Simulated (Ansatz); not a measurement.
Ideal-gas functions of ClH₃S₃Zr, SMILES `[SH][Zr]([SH])([SH])[Cl]` at 400 K and 1 bar, from an Ansatz frequency run at PBE0-D4/def2-TZVP.

Molar mass 225.9 g/mol, point group C1 (symmetry number 1), electronic degeneracy 1, moments of inertia 503.665, 522.208, 532.134 u Å². Harmonic wavenumbers (cm⁻¹, unscaled): 82, 85, 90, 103, 105, 160, 164, 252, 349, 352, 377, 413, 467, 477, 513, 2664, 2681, 2682.

Use S(trans) = R[1.5 ln M + 2.5 ln T − 1.1517]; rotational temperatures θ = 24.2544 K / I; S(rot) = R[ln(√π/σ · √(T³/θAθBθC)) + 1.5]; for each mode x = 1.438777 ν̃/T, S = R[x/(eˣ − 1) − ln(1 − e⁻ˣ)] and H = RT x/(eˣ − 1); 1 cm⁻¹ = 0.0119627 kJ/mol; R = 8.31446 J/(mol·K).

By hand: the entropy, in J/(mol·K).

Translation 182.6. Rotation: θ = 0.0482, 0.0464, 0.0456 K, giving 130.2. Vibration, mode by mode: 18.50, 18.20, 17.73, 16.62, 16.46, 13.02, 12.82, 9.41, 6.95, 6.89, 6.39, 5.75, 4.92, 4.78, 4.31, 0.01, 0.01, 0.01, in all 162.7. Electronic 0.0. Sum 475.5 J/(mol·K).

By hand: H − E and G − E in kJ/mol, counted from the electronic energy.

Zero-point energy ½ × 12016 × 0.0119627 = 71.9; thermal vibration 31.0; translation, rotation and pV give 4 RT = 13.3. H − E = 116.2 kJ/mol, and G − E = 116.2 − 400 × 475.5/1000 = -74.0 kJ/mol.

Vibration gives 34 % of the entropy, 87.5 J/(mol·K) of it from the modes under 150 cm⁻¹: soft modes count most, and the harmonic formula is weakest for them. The sum counts one conformer and one mirror image; others add a mixing term.
